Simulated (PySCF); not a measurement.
Molecule (SMILES): FSF.
Geometry (B3LYP-D3(BJ)/def2-TZVP, fixed):
```
S
F 1 1.6052
F 1 1.6052 2 98.75
```

Basis-set convergence of the mean static polarisability at PBE with PySCF. All functions are spherical. Density fitting with generated auxiliary sets. No added dispersion term, no relativity. Reference: the value in aug-pcseg-3, 25.57 bohr³, itself unsure by roughly 1.3 % (its mean distance from aug-cc-pV(Q+d)Z, aug-pcseg-2, aug-cc-pV(T+d)Z). Deviations are taken from unrounded values.

```tsv
basis	functions	mean static polarisability (bohr³)	minus reference (%)
STO-3G	19	6.92	-72.9
3-21G	31	12.54	-51.0
6-31G	31	14.14	-44.7
6-31G**	46	16.05	-37.2
6-31+G*	58	20.63	-19.3
6-311G**	62	15.59	-39.0
6-311+G**	74	19.65	-23.2
6-311++G(2d,2p)	89	21.50	-15.9
6-311++G(3df,3pd)	125	23.67	-7.5
```

Of the sets listed that have larger relatives (same family, alike in diffuse functions), none stays within 5 % of the reference together with them.
